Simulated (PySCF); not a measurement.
SMILES [BH]F (HBF), doublet, B3LYP/def2-SVP optimised geometry.

```
3

B     -0.27    -0.56     0.00
F     -0.95     0.56     0.00
H      0.95    -0.56     0.00
```

Density from PySCF with unrestricted B3LYP/def2-TZVP at that geometry.

Minimum of the electron density along straight lines between bonded atoms, close to the bond critical point (lines longer than 1.1 times the sum of covalent radii, or with two minima, are not listed):

| bond | length / Å | ρ at the minimum / e bohr⁻³ | ∇²ρ there / e bohr⁻⁵ | position (fraction from the first atom) |
|---|---|---|---|---|
| B1–F2 | 1.303 | 0.212 | 1.44 | 0.34 |
| B1–H3 | 1.217 | 0.182 | -0.44 | 0.44 |
